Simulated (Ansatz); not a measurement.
```yaml
crystal:
  periodic: [false, false, false]
  atoms:
    - {symbol: Pd, position_ang: [-1.266541, 0.841586, 0.225025]}
    - {symbol: Pd, position_ang: [1.354862, 0.652976, 0.771313]}
    - {symbol: Pd, position_ang: [0.528141, 0.035707, -1.532480]}
    - {symbol: Au, position_ang: [-0.219250, -1.735727, 0.479714]}
basis:
  gaussian: {orbitals: def2-TZVP}
magnetization: {spin_polarized: false, initial_magnetization: 1}
hamiltonian: {xc: {name: B3LYP5}, pseudopotentials: {relativity: none}}
output: {forces: true}
```

```sh
$ ansatz run in.yaml --threads 2 --pin off --events-out ev --progress --plain --max-ram 4352MiB
```

Output, abridged:

```
Functional definition: B3LYP5
1546 factors; integrals over basis functions are off by at most 1.5e-4 eV
mean field evaluation 1: about -14112.7078 eV, gradient 1.0e2 eV
mean field evaluation 2: about -14112.8406 eV, gradient 1.0e2 eV
mean field evaluation 4: about -14077.1869 eV, gradient 1.6e2 eV
mean field evaluation 8: about -14134.1611 eV, gradient 9.7e-1 eV
mean field evaluation 16: about -14134.2822 eV, gradient 3.1e-5 eV
mean field evaluation 32: about -14100.2167 eV, gradient 7.6e1 eV
mean field evaluation 64: about -14049.0199 eV, gradient 9.8e1 eV
mean field evaluation 96: about -14084.4305 eV, gradient 8.9e1 eV
mean field evaluation 128: about -14134.0195 eV, gradient 1.4e0 eV
mean field evaluation 160: about -14133.2783 eV, gradient 2.5e0 eV
mean field evaluation 192: about -14117.8320 eV, gradient 5.0e1 eV
mean field evaluation 224: about -14121.3357 eV, gradient 2.0e1 eV
mean field -14134.28220891 eV, -519.4252906170 hartree, gradient 2.2e-5 eV, S^2 0.750000; 11 other end points of the search recorded, 0 dependent functions left out
reference -14134.28244382 eV, -519.4252992498 hartree; 37, 36 occupied and 123, 124 virtual orbitals, 1546 factors
Total energy: -14134.28244382 eV, -519.4252992498 hartree
Atom 0 at    -1.266541     0.841586     0.225025 Å, force     0.214392    -0.261968     0.089470 eV/Å
Atom 1 at     1.354862     0.652976     0.771313 Å, force    -0.155267    -0.154535     0.446782 eV/Å
Atom 2 at     0.528141     0.035707    -1.532480 Å, force    -0.205448    -0.285486    -0.396127 eV/Å
Atom 3 at    -0.219250    -1.735727     0.479714 Å, force     0.146323     0.701988    -0.140126 eV/Å
Dipole moment:     0.050653     0.163809    -0.049908 e Å
```

Hardware: 2 threads of AMD EPYC 7R13 on a shared host. Wall time 1.7 min, peak host memory 0.7 GiB.

In the def2 sets Au, Pd take a core potential; there is no spin–orbit coupling.

With spin_polarized false and unpaired electrons the run is restricted open-shell.
